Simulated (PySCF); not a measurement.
methylammonium (CH₆N), SMILES [NH3+]C, charge +1.

Coordinates come from a ωB97X-D3(BJ)/def2-TZVP optimisation.

Calculation: PySCF 2.14.0 with TDDFT-CAM-B3LYP/def2-TZVPD.

Vertical excitations; the highest root listed may be one member of a degenerate set. Isolated molecule, no solvent. State labels are in the subgroup Cs.

| state | symmetry | energy (eV) | λ (nm) | f | main pairs |
|---|---|---|---|---|---|
| S1 | A" | 10.57 | 117 | 0.006 | HOMO−1→LUMO (degenerate set) |
| S2 | A' | 10.57 | 117 | 0.006 | HOMO→LUMO (degenerate set) |
| S3 | A" | 12.20 | 102 | 0.079 | HOMO−1→LUMO+1 (degenerate set) |
| S4 | A' | 12.20 | 102 | 0.079 | HOMO→LUMO+1 (degenerate set) |
| S5 | A" | 12.55 | 99 | 0.000 | HOMO→LUMO+2 47 %, HOMO−1→LUMO+3 47 % |
| S6 | A' | 12.62 | 98 | 0.011 | HOMO−1→LUMO+2, HOMO→LUMO+3 (degenerate set) |
| S7 | A" | 12.62 | 98 | 0.011 | HOMO−1→LUMO+3, HOMO→LUMO+2 (degenerate set) |
| S8 | A' | 12.63 | 98 | 0.011 | HOMO−2→LUMO 76 % |
| S9 | A' | 12.86 | 96 | 0.181 | HOMO→LUMO+3 39 %, HOMO−1→LUMO+2 39 %, HOMO−2→LUMO 20 % |
| S10 | A" | 13.32 | 93 | 0.000 | HOMO−1→LUMO+5 46 %, HOMO→LUMO+4 46 % |
| T1 | A' | 10.26 | 121 | 0 | HOMO→LUMO (degenerate set) |
| T2 | A" | 10.26 | 121 | 0 | HOMO−1→LUMO (degenerate set) |
| T3 | A" | 11.55 | 107 | 0 | HOMO−1→LUMO+1 (degenerate set) |
| T4 | A' | 11.55 | 107 | 0 | HOMO→LUMO+1 (degenerate set) |
Triplets are in the Tamm–Dancoff approximation, which puts them higher than full response would, so one can lie above its singlet here.
